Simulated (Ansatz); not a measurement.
Job for Ansatz (an electronic-structure program): R-CCSD(T)/def2-SVP on GeH2IN (SMILES [NH2][Ge][I]), a point of a torsion scan. Elements past Kr take the def2 small-core potentials; no spin–orbit coupling. The run froze 24 orbitals, filled d shells among them.

Ansatz 0.2 input:
```yaml
crystal:
  periodic: [false, false, false]
  atoms:
    - {symbol: N, position_ang: [-0.87497749, -0.09445728, -0.10712125]}
    - {symbol: Ge, position_ang: [0.70638629, -0.86260501, -0.64003337]}
    - {symbol: I, position_ang: [1.62403454, -1.65128441, 1.65158675]}
    - {symbol: H, position_ang: [-1.07532661, 0.87900764, -0.28392032]}
    - {symbol: H, position_ang: [-1.30415023, -0.32225427, 0.78261011]}
basis:
  gaussian:
    orbitals: def2-SVP
magnetization: {spin_polarized: false}
correlation: {method: ccsd_t, electrons: outside_noble_gas}
scf: {lower_state_search: off}
```

Question: What total energy does the run end on?

Answer: -2427.7608 hartree (reference determinant -2427.3746, T1 diagnostic 0.019).
